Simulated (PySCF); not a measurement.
## XPS shifts beside NMR shieldings

CF3CH2CO2H, C3H3F3O2.
Cartesian coordinates in Å at the PBE0-D3(BJ)/def2-SVP level; atoms count from 1:
```
atom  x, y, z in Å
O1    -0.352   -1.669    1.504
C2    -0.150   -1.128    0.453
O3     0.582   -1.667   -0.524
C4    -0.709    0.221    0.069
C5     0.338    1.255   -0.285
F6    -0.230    2.458   -0.404
F7     1.272    1.340    0.666
F8     0.953    0.986   -1.433
H9     0.911   -2.517   -0.192
H10   -1.372    0.111   -0.802
H11   -1.292    0.598    0.918
```

Binding energies: delta-SCF UKS SCAN, pcX-2 on the ionised atom, pcseg-1 elsewhere, spin-free X2C in PySCF 2.14.0. Shieldings: GIAO PBE0/pcSseg-1, non-relativistic, same geometry.

```csv
atom,isotropic shielding (ppm)
C2,16.6
C4,142.2
C5,55.6
```

Q: What are the C 1s binding energies of these atoms?

A: 
```
atom                    environment  C 1s (eV)  isotropic shielding (ppm)
  C4  sp3 carbon next to a carbonyl     292.50                      142.2
  C2         carboxylic acid carbon     295.73                       16.6
  C5                     CF3 carbon     298.74                       55.6
```

Q: Among the listed atoms, is the one with the highest binding energy also the least shielded?

A: No. The highest binding energy is at C5 (298.74 eV, shielding 55.6 ppm), the lowest shielding at C2 (16.6 ppm, 295.73 eV).

By binding energy: C4 < C2 < C5. By shielding: C2 < C5 < C4.

One conformer (not necessarily the lowest) at the PBE0-D3(BJ)/def2-SVP geometry, without solvent, vibrations or thermal averaging.
